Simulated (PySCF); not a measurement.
## First hyperpolarisability: `N#Cc1cc[n+]([O-])cc1`, C₆H₄N₂O

Geometry:
```csv
atom,x (Å),y (Å),z (Å)
N1,3.866,-0.318,-0.293
C2,2.720,-0.137,-0.270
C3,1.312,0.086,-0.241
C4,0.404,-0.985,-0.222
C5,-0.951,-0.751,-0.194
N6,-1.463,0.524,-0.184
O7,-2.691,0.717,-0.159
C8,-0.583,1.579,-0.203
C9,0.779,1.384,-0.231
H10,0.760,-2.016,-0.229
H11,-1.715,-1.527,-0.178
H12,-1.070,2.553,-0.193
H13,1.435,2.255,-0.244
```

The calculation used quadratic response CAM-B3LYP/aug-cc-pVDZ first hyperpolarisability, Taylor convention, gas phase (PySCF). Geometry: PBE0-D3(BJ)/def2-SVP.

Question: Give β for the processes computed.

Answer: In au, Taylor convention; the vector part is βᵢ = ⅓ Σⱼ (βᵢⱼⱼ + βⱼᵢⱼ + βⱼⱼᵢ); β∥ is 3/5 of the vector part along the dipole, the dipole points from − to +:
| process | λ (nm) | β vector norm | β∥ | β HRS | depolarisation ratio |
| --- | --- | --- | --- | --- | --- |
| static β(0;0,0) | ∞ | 431.2 | 258.7 | 187.6 | 4.30 |
| second harmonic β(−2ω;ω,ω) | 1907 | 463.9 | 278.3 | 201.4 | 4.34 |
| Pockels β(−ω;ω,0) | 1907 | 441.6 | 265.0 | – | – |
| second harmonic β(−2ω;ω,ω) | 1064 | 558.2 | 334.9 | 240.8 | 4.45 |
| Pockels β(−ω;ω,0) | 1064 | 466.4 | 279.8 | – | – |

Question: Which lowest excitations, dipole and polarisabilities go with it?

Answer: S1 4.18 eV (f = 0.000); S2 4.43 eV (f = 0.010); S3 4.52 eV (f = 0.405); dipole 0.81 D; isotropic α 94.2 au static, 94.8 au at 1907 nm, 96.2 au at 1064 nm, 96.7 au at 953.5 nm, 103.4 au at 532 nm.
